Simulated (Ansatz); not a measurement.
`[CH3][InH][Br]` + NH₃ → `[NH2][InH][Br]` + CH₄ at 600 K and 1 bar (ligand exchange at the In–C bond).

Computed with Ansatz on PBE0-D4/def2-TZVP structures; ΔE is electronic, products minus reactants. CCSD(T)/CBS adds triple-zeta CCSD(T) − MP2 to the extrapolated MP2 energy (def2 sets, frozen cores). This one scheme is used for every species. Elements past krypton have def2 core potentials. For Br, In outer-core shells are correlated without core-valence functions, which leaves a few kJ/mol of doubt a bond. Scalar relativity is left out up to krypton. Each species was taken in one conformer, which may not be the lowest.

| species | CCSD(T)/CBS energy (Eh) | H − E (kJ/mol) | S (J/(mol·K)) |
| --- | --- | --- | --- |
| `[CH3][InH][Br]` | -2803.63750 | 158.0 | 413.1 |
| NH₃ | -56.50880 | 112.4 | 219.5 |
| `[NH2][InH][Br]` | -2819.69701 | 128.5 | 396.4 |
| CH₄ | -40.46206 | 140.4 | 215.7 |

H − E and S are ideal-gas, rigid-rotor, harmonic terms from PBE0-D4/def2-TZVP, for one conformer and one mirror image of each species. 1 Eh = 2625.50 kJ/mol, R = 8.31446 J/(mol·K).

Q: By hand: ΔE, ΔH, ΔS and ΔG.

A: ΔE = (-2819.69701) + (-40.46206) − (-2803.63750) − (-56.50880) = -0.01277 Eh = -33.5 kJ/mol. Δ(H − E) = 128.5 + 140.4 − 158.0 − 112.4 = -1.5, so ΔH = -35.0 kJ/mol. ΔS = 396.4 + 215.7 − 413.1 − 219.5 = -20.5 J/(mol·K). ΔG = -35.0 − 600 × (-20.5)/1000 = -22.7 kJ/mol.

Q: By hand: the equilibrium constant, and the temperature at which ΔG would vanish if ΔH and ΔS stayed fixed.

A: log₁₀ K = −ΔG/(RT ln 10) = 2.0. ΔG = 0 at ΔH/ΔS = 1707 K.

TΔS isn't small against ΔH here. A doubt of 5 kJ/mol in ΔE shifts log₁₀ K by 0.4 here. Other conformers and mirror images would add mixing entropy, several J/(mol·K) or more a flexible species. Modes under 60 cm⁻¹, often nearly free rotors, make the harmonic entropy too high. These are equilibria of isolated gas molecules and say nothing of rates. Largest T1 diagnostic: 0.013 (customary marks: 0.02 for closed shells, 0.045 for open ones).
